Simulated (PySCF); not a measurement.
C3H6FNSi. Atoms are numbered in the order given.

```xyz
12

C      2.7288    -0.4582    -0.6545
C      1.7017    -0.3635    -0.0218
C      0.4028    -0.2092     0.6394
N     -0.1901    -1.5030     1.0155
Si    -0.7011     0.7663    -0.5482
F     -2.1745     0.8247     0.1611
H      3.6562    -0.5494    -1.1925
H      0.5536     0.3853     1.5584
H     -0.2800    -2.0973     0.1915
H     -1.1329    -1.3508     1.3732
H     -0.8423     0.0077    -1.8184
H     -0.2371     2.1594    -0.7744
```

The structure is a stationary point at ωB97X-D3(BJ)/def2-SVP. The structure was generated by enumeration; whether it is a known compound was not checked. Other conformers were not sampled.

Method: PBE/def2-TZVP run with PySCF.

ESP charges are fitted to the potential on shells at 1.4 to 2.0 van der Waals radii. Atomic charges (e):

```json
[
 {"atom": "C1", "Mulliken": "-0.17", "Löwdin": "-0.10", "IAO": "-0.25", "ESP fit": "-0.39"},
 {"atom": "C2", "Mulliken": "-0.04", "Löwdin": "-0.12", "IAO": "-0.03", "ESP fit": "-0.08"},
 {"atom": "C3", "Mulliken": "-0.11", "Löwdin": "-0.42", "IAO": "-0.30", "ESP fit": "0.26"},
 {"atom": "N4", "Mulliken": "-0.44", "Löwdin": "-0.11", "IAO": "-0.56", "ESP fit": "-0.81"},
 {"atom": "Si5", "Mulliken": "0.42", "Löwdin": "0.21", "IAO": "1.03", "ESP fit": "0.25"},
 {"atom": "F6", "Mulliken": "-0.31", "Löwdin": "-0.01", "IAO": "-0.53", "ESP fit": "-0.23"},
 {"atom": "H7", "Mulliken": "0.16", "Löwdin": "0.13", "IAO": "0.20", "ESP fit": "0.29"},
 {"atom": "H8", "Mulliken": "0.12", "Löwdin": "0.17", "IAO": "0.18", "ESP fit": "0.11"},
 {"atom": "H9", "Mulliken": "0.22", "Löwdin": "0.16", "IAO": "0.26", "ESP fit": "0.35"},
 {"atom": "H10", "Mulliken": "0.22", "Löwdin": "0.16", "IAO": "0.26", "ESP fit": "0.33"},
 {"atom": "H11", "Mulliken": "-0.04", "Löwdin": "-0.03", "IAO": "-0.13", "ESP fit": "-0.03"},
 {"atom": "H12", "Mulliken": "-0.04", "Löwdin": "-0.03", "IAO": "-0.13", "ESP fit": "-0.04"}
]
```

Problem. Give the Mayer and Wiberg (Löwdin basis) orders of the bonds. (Estimate from the structure and the level; the computed values follow.)

Solution. 
```csv
bond,Mayer,Wiberg
C1–C2,2.69,2.92
C2–C3,1.16,1.29
C3–N4,1.03,1.39
C3–Si5,1.01,1.02
Si5–F6,1.10,1.70
C1–H7,1.00,0.91
C3–H8,0.88,0.78
N4–H9,0.93,0.95
N4–H10,0.93,0.94
Si5–H11,0.92,0.93
Si5–H12,0.91,0.93
```
